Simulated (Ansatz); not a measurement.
Consider the redistribution: `C=[N][GeH2][NH2]` + `[F][GeH3]` → `C=[N][GeH3]` + `[NH2][GeH2][F]`.

Program: Ansatz. Geometries: PBE0-D4/def2-TZVP. ΔE: electronic, gas phase. CCSD(T)/CBS is the MP2 limit (def2-TZVPP, def2-QZVPP) plus CCSD(T) − MP2 in def2-TZVPP, frozen cores. Functionals use def2-TZVPP. B3LYP here is the variant with VWN-RPA as its local correlation; programs differ in this. For Ge outer-core shells are correlated without core-valence functions, which leaves a few kJ/mol of doubt a bond. Scalar relativity is left out up to krypton. One conformer a species, not always the lowest.

| level | ΔE (kJ/mol) | difference from CCSD(T)/CBS |
| --- | --- | --- |
| PBE-D4 | -14.3 | -0.1 |
| r2SCAN-D4 | -14.5 | -0.3 |
| B3LYP-D4 | -13.5 | 0.7 |
| ωB97X-V | -13.8 | 0.4 |
| B2PLYP | -14.0 | 0.2 |
| PBE | -15.0 | -0.8 |
| r2SCAN | -14.8 | -0.6 |
| PBE0 | -14.6 | -0.4 |
| MP2/def2-TZVPP | -12.9 | 1.3 |
| SCS-MP2/def2-TZVPP | -12.5 | 1.7 |
| CCSD/def2-TZVPP | -13.2 | 1.0 |
| CCSD(T)/def2-TZVPP | -13.0 | 1.2 |
| HF/def2-QZVPP | -12.4 | 1.8 |
| SCS-MP2/def2-QZVPP | -13.0 | 1.2 |
| HF/CBS(def2) | -12.4 | 1.8 |
| CCSD/CBS(def2) | -14.3 | -0.1 |
| CCSD(T)/CBS | -14.2 | 0 |

Largest T1 diagnostic among the species: 0.013.
